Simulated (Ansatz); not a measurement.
Geometry optimisation, RKS r2SCANh-D4/def2-SVPD in Ansatz.

Input:

```yaml
crystal:
  periodic: [false, false, false]
  atoms:
    - { symbol: B, position_ang: [-0.018833, 0.256057, 0.049461] }
    - { symbol: Cl, position_ang: [-0.060961, 0.675992, 1.824722] }
    - { symbol: H, position_ang: [1.062159, 0.15475, -0.444818] }
    - { symbol: H, position_ang: [-1.071211, 0.173618, -0.507954] }
    - { symbol: Br, position_ang: [0.066374, -2.890817, 0.811513] }
    - { symbol: H, position_ang: [0.177372, -1.883201, 1.915376] }
basis:
  gaussian: { orbitals: def2-SVPD }
hamiltonian:
  xc: r2scanh
  dispersion: d4
relax:
  f_tol: 0.03
  max_steps: 50
output:
  orbitals: {}
```

Command:

```bash
$ ansatz run input.yaml --threads 4 --pin off --max-ram 5120MiB --backend cpu --events-out ev --progress --plain --runs-dir out
```

Task: Where does it end, and by what steps?

Result: It converged. After 11 steps the energy has fallen by 0.125 eV; H6 moved furthest, 0.44 Å.

| step | energy less start (eV) | largest force component (eV/Å) | accepted |
| --- | --- | --- | --- |
| 0 | 0.0000 | 1.124 | yes |
| 1 | -0.0817 | 0.727 | yes |
| 2 | -0.0532 | 0.719 | no |
| 3 | -0.0932 | 0.747 | yes |
| 4 | -0.1063 | 0.102 | yes |
| 5 | -0.1108 | 0.123 | yes |
| 6 | -0.1139 | 0.397 | yes |
| 7 | -0.1197 | 0.145 | yes |
| 8 | -0.1187 | 0.216 | no |
| 9 | -0.1232 | 0.050 | yes |
| 10 | -0.1236 | 0.038 | yes |
| 11 | -0.1245 | 0.017 | yes |

```xyz
6
Properties=species:S:1:pos:R:3
B -0.019 0.279 0.066
Cl -0.072 0.908 1.711
H 1.057 0.159 -0.445
H -1.061 0.113 -0.496
Br 0.043 -2.688 0.729
H 0.208 -2.284 2.083
```

Whether the end is a true minimum wasn't checked by a vibrational analysis.

Run time: 22 s on 4 threads of Arm Neoverse V2, with other jobs on the host, peak memory 0.28 GiB.
